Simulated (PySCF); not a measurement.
# Electric properties by functional and basis

Compound: BF₃.
InChI=1S/BF3/c2-1(3)4

PySCF, dipoles from the SCF density, polarisabilities from static response with core orbitals frozen. Isolated species at its PBE0-D3(BJ)/def2-SVP geometry, gas phase.

Reference polarisability: 2.420 Å³ (measured, gas; NIST CCCBDB Release 22 (SRD 101), experimental polarizabilities). The anisotropy is √(½[(α1 − α2)² + (α2 − α3)² + (α3 − α1)²]).

| level | α (au) | error (%) | anisotropy (au) |
| --- | --- | --- | --- |
| PBE0/def2-SVPD | 15.69 | -3.9 | 3.71 |
| BHandHLYP/def2-SVPD | 14.75 | -9.7 | 3.35 |
| CAM-B3LYP/def2-SVPD | 15.81 | -3.2 | 3.72 |
| wB97X-D/def2-SVPD | 15.67 | -4.1 | 3.65 |
| LC-wPBE/def2-SVPD | 15.85 | -3.0 | 3.75 |
| PBE0/6-31G* | 11.17 | -31.6 | 3.84 |
| PBE0/def2-SVP | 10.71 | -34.4 | 4.08 |
| PBE0/6-31+G* | 13.78 | -15.6 | 4.70 |
| PBE0/aug-cc-pVDZ | 15.55 | -4.8 | 3.94 |
| PBE0/def2-TZVP | 14.18 | -13.2 | 4.31 |
| PBE0/def2-TZVPD | 15.95 | -2.3 | 3.65 |
| PBE0/aug-cc-pVTZ | 15.90 | -2.7 | 3.75 |

For the polarisability, the smallest error is 2.3% (PBE0/def2-TZVPD) and the largest 34.4% (PBE0/def2-SVP). The dipole stays under 0.05 D at every level. In one basis (def2-SVPD) the functionals order the polarisability from BHandHLYP (lowest) to LC-wPBE (highest), a spread of 7%. With PBE0 the polarisability is 12.02 au without diffuse functions (mean of 6-31G*, def2-SVP and def2-TZVP) and 15.38 au with them (mean of 6-31+G*, def2-SVPD, aug-cc-pVDZ, def2-TZVPD and aug-cc-pVTZ). Measured values can belong to vibrating molecules; the computed ones are for one fixed geometry.
